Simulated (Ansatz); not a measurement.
```yaml
crystal:
  periodic: [false, false, false]
  atoms:
    - {symbol: C, position_ang: [-0.835197, -0.078972, 1.392545]}
    - {symbol: C, position_ang: [0.472553, -0.428561, 1.495373]}
    - {symbol: C, position_ang: [1.333742, -0.768469, 0.397361]}
    - {symbol: C, position_ang: [1.245584, -0.250035, -0.838597]}
    - {symbol: C, position_ang: [0.327974, 0.892107, -1.137989]}
    - {symbol: C, position_ang: [-1.067834, 0.368684, -1.020454]}
    - {symbol: C, position_ang: [-1.580755, 0.010867, 0.168265]}
    - {symbol: H, position_ang: [-1.400966, 0.003716, 2.316422]}
    - {symbol: H, position_ang: [0.863107, -0.601104, 2.494463]}
    - {symbol: H, position_ang: [2.094284, -1.520155, 0.591487]}
    - {symbol: H, position_ang: [1.859865, -0.655013, -1.636927]}
    - {symbol: H, position_ang: [0.516286, 1.304881, -2.128944]}
    - {symbol: H, position_ang: [0.482423, 1.687257, -0.397904]}
    - {symbol: H, position_ang: [-1.678178, 0.291339, -1.914985]}
    - {symbol: H, position_ang: [-2.632888, -0.256532, 0.219875]}
basis:
  gaussian: {orbitals: def2-TZVP}
hamiltonian: {xc: {name: TPSS}}
output: {forces: true}
```

```sh
$ ansatz run in.yaml --threads 2 --pin off --events-out ev --progress --plain --max-ram 32768MiB --backend cpu
```

Shortened log:

```
Error: YAML parse error: error: line 21 column 19: hamiltonian.xc: no functional is named "TPSS"; the names, which are not case-sensitive, are SVWN5, SPW92, PBE, PBE0, PBEsol, revPBE, revPBE0, RPBE, rPW86-PBE, HSE06, wPBEh, LC-wPBE, HISS, HF, BLYP, B3LYP, B3LYP5, BHLYP, CAM-B3LYP, r2SCAN, r2SCANh, r2SCAN0, r2SCAN50, m-r2SCAN, B97, wB97, wB97X, wB97X-V, B97M-V, wB97M-V, B2PLYP, B2GP-PLYP, PBE0-DH, PBE-QIDH
19 | basis:
20 |   gaussian: {orbitals: def2-TZVP}
21 | hamiltonian: {xc: {name: TPSS}}
22 | output: {forces: true}
```

(1) Something in this input is off. What?

## Answers

(1) The method's name isn't one that the program takes here. The input was rejected before any iteration.

HSE06 is defined as in plane-wave codes.
